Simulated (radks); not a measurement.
The numbers below are computed, except where a source is named.
Excited configurations of Ru II: one electron is placed in a higher orbital outside [Kr] 4d6. The ground configuration is [Kr] 4d7. Code: a radial shooting solver on a logarithmic mesh with Libxc functionals. Model: Dirac Kohn-Sham, PBEsol, spin-unpolarised, spherical densities, point nucleus; open shells are shared between the two j in proportion to 2j + 1. Excitation = E - E(ground); binding = E(ion) - E, where the ion is the core of charge +2; n* = 2/sqrt(2 binding) in atomic units, and the quantum defect is n - n*. Eigenvalue and <r> are those of j = l + 1/2.

| outer orbital | excitation (eV) | binding (eV) | quantum defect | eigenvalue (eV) |
|---|---|---|---|---|
| 4f | 14.686 | 3.499 | 0.056 | -2.473 |
| 5s | 2.830 | 15.355 | 3.117 | -11.808 |
| 5p | 7.716 | 10.468 | 2.720 | -7.607 |
| 5d | 12.666 | 5.518 | 1.860 | -4.006 |
| 6s | 11.762 | 6.422 | 3.089 | -5.056 |
| 6p | 13.095 | 5.089 | 2.730 | -3.939 |
| 6d | 14.872 | 3.313 | 1.947 | -2.531 |
| 7s | 14.543 | 3.641 | 3.134 | -2.905 |
| 7p | 15.131 | 3.054 | 2.778 | -2.419 |
| 7d | 15.985 | 2.199 | 2.025 | -1.737 |
| 7f | 16.918 | 1.266 | 0.444 | -1.010 |

The Delta-SCF ionisation energy is 18.184 eV (NIST Atomic Spectra Database: 16.8 eV, semi-empirical). Self-interaction in the functional shifts the binding energies and quantum defects, so they are the method's values and not measured ones. Spin polarisation and multiplet splitting are left out, so open shells lie too high by an amount that depends on their filling. Sharing an open shell by 2j + 1 raises it above the true ground level by a part of the spin-orbit splitting, which enters the differences from NIST.

Beside tabulated values, note that spin-unpolarised runs miss the spin-polarisation part of the exchange energy of open shells.
